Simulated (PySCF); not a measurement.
PySCF input:

```python
from pyscf import gto, scf, mp, cc as ccmod

mol = gto.M(
    atom='''
    B    -0.14803781    0.69147789   -0.31457610
    Cl    0.99304335   -0.55184561    0.08917547
    C    -1.66368058    0.66810897   -0.00803348
    H    -2.11310286    1.66099964    0.01463259
    H    -1.90022710    0.13529247    0.91845667
    H    -2.14613456    0.11903998   -0.82799080
    ''',
    basis='cc-pvdz',
    charge=0,
    spin=1,
    verbose=4,
)

mf = scf.UHF(mol)
mf.conv_tol = 1e-10
mf.max_cycle = 100
mf.kernel()
mo, _, stable, _ = mf.stability(return_status=True)
if not stable:
    mf.kernel(mf.make_rdm1(mo, mf.mo_occ))
mp2 = mp.MP2(mf, frozen=7).run()
cc = ccmod.CCSD(mf, frozen=7)
cc.max_cycle = 100
cc.kernel()
et = cc.ccsd_t()
print(f'E(CCSD(T)) = {cc.e_tot + et:.9f}')
```

Q: What final total energy does it print?

A: -524.18005 Eh (CCSD(T)/cc-pVDZ).

It need not be the lowest isomer of its formula.
